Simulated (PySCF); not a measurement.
## How exact exchange moves a shielding

Molecule: `C#C[B@@H-](C)[N+]#C`, C4H6BN.

Geometry:
```csv
atom,x (Å),y (Å),z (Å)
C1,2.382,-1.064,0.509
C2,1.304,-0.708,0.067
B3,-0.094,-0.261,-0.492
C4,-1.380,-0.745,0.361
N5,-0.076,1.312,-0.464
C6,-0.077,2.458,-0.444
H7,3.328,-1.397,0.894
H8,-0.205,-0.487,-1.695
H9,-2.328,-0.355,-0.042
H10,-1.313,-0.473,1.427
H11,-1.428,-1.844,0.308
H12,-0.071,3.538,-0.435
```

GIAO shieldings (ppm, equivalent atoms averaged) in PySCF 2.14 on the PBE0-D3(BJ)/def2-SVP geometry, basis pcSseg-2, gas phase, non-relativistic:

| functional | exact exchange (%) | σ(C2) | σ(C1) | σ(B3) | σ(N5) |
| --- | --- | --- | --- | --- | --- |
| BLYP | 0 | 76.1 | 89.0 | 117.4 | 2.8 |
| BP86 | 0 | 80.1 | 90.2 | 120.3 | 8.1 |
| PBE | 0 | 79.4 | 90.1 | 120.2 | 6.8 |
| B3LYP | 20 | 78.8 | 90.4 | 120.4 | 6.7 |
| PBE0 | 25 | 82.8 | 92.1 | 123.7 | 11.7 |
| mPW1PW91 | 25 | 82.6 | 91.8 | 123.3 | 11.2 |
| HF | 100 | 91.5 | 97.6 | 131.6 | 25.1 |

Q: Fit each shielding as a line in the percentage of exact exchange.

A: σ(C2) = 78.4 + 0.13 x (rms 1.5 ppm); σ(C1) = 89.7 + 0.08 x (rms 0.5 ppm); σ(B3) = 119.4 + 0.12 x (rms 1.2 ppm); σ(N5) = 5.6 + 0.19 x (rms 1.9 ppm). The functionals also differ in their semilocal parts, which the line can't hold; Hartree–Fock has no correlation at all.

Q: What does the line predict for BHandHLYP (50 %), and what does the run give?

A: σ(C2): 84.9 predicted, 82.9 computed; σ(C1): 93.7 predicted, 92.7 computed; σ(B3): 125.4 predicted, 124.5 computed; σ(N5): 15.1 predicted, 12.7 computed ppm.
